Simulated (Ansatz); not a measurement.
Ansatz results at the PBE0-D4/def2-TZVP geometry: HOMO energy (ωB97M-V/def2-TZVPP) -9.31 eV; size of the dipole moment (ωB97M-V/def2-TZVPP) 1.93 D; HOMO energy (B3LYP/def2-TZVPP) -6.71 eV.

Each molecule was computed in one conformer, which needn't be the lowest.

(1) Which molecule gave them?
A. `C=C[SiH](C)O[SiH3]`
B. `CO[SiH](C)O[Si](O)(O)O`
C. `CN[SiH2]OC`
D. `CO[Si](Cl)(OC)[Se]C`

Results:

(1) C. The others give `C=C[SiH](C)O[SiH3]`: -10.11, 0.76, -7.64; `CO[SiH](C)O[Si](O)(O)O`: -10.48, 1.20, -7.91; `CO[Si](Cl)(OC)[Se]C`: -8.90, 1.83, -6.49.

B3LYP here is the variant with VWN-RPA as its local correlation; programs differ in this.
